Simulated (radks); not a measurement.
The nuclear charge of the manganese ion Mn2+ is varied continuously with 23 electrons held in [Ar] 3d5. All-electron calculation, Dirac Kohn-Sham, PBE, spin-unpolarised, spherical densities, point nucleus; open shells fill j = l - 1/2 first. Program: a radial shooting solver on a logarithmic mesh with Libxc functionals. By the Hellmann-Feynman theorem dE/dZ = E(electron-nucleus)/Z, the electronic potential at the nucleus.

Z     E (hartree)  E(electron-nucleus)/Z (hartree)   HOMO  e(HOMO) (eV)  <r> HOMO (bohr)
24.5  -1103.15105                         -107.149  3d5/2       -16.408            1.266
24.6  -1113.89462                         -107.723  3d5/2       -17.879            1.240
24.7  -1124.69557                         -108.296  3d5/2       -19.399            1.216
24.8  -1135.55384                         -108.869  3d5/2       -20.965            1.193
24.9  -1146.46940                         -109.442  3d5/2       -22.577            1.172
25    -1157.44222                         -110.014  3d5/2       -24.234            1.152
25.1  -1168.47228                         -110.587  3d5/2       -25.934            1.132
25.2  -1179.55953                         -111.159  3d5/2       -27.678            1.114
25.3  -1190.70397                         -111.730  3d5/2       -29.464            1.096
25.4  -1201.90557                         -112.302  3d5/2       -31.291            1.079
25.5  -1213.16432                         -112.873  3d5/2       -33.160            1.063
25.6  -1224.48019                         -113.444  3d5/2       -35.069            1.048
25.7  -1235.85317                         -114.015  3d5/2       -37.018            1.033
25.8  -1247.28326                         -114.586  3d5/2       -39.007            1.018
25.9  -1258.77044                         -115.157  3d5/2       -41.034            1.005
26    -1270.31470                         -115.728  3d5/2       -43.100           0.9914

The central difference of E at Z = 25 is -110.014 hartree, to compare with the third column; the second derivative is -5.72 hartree.
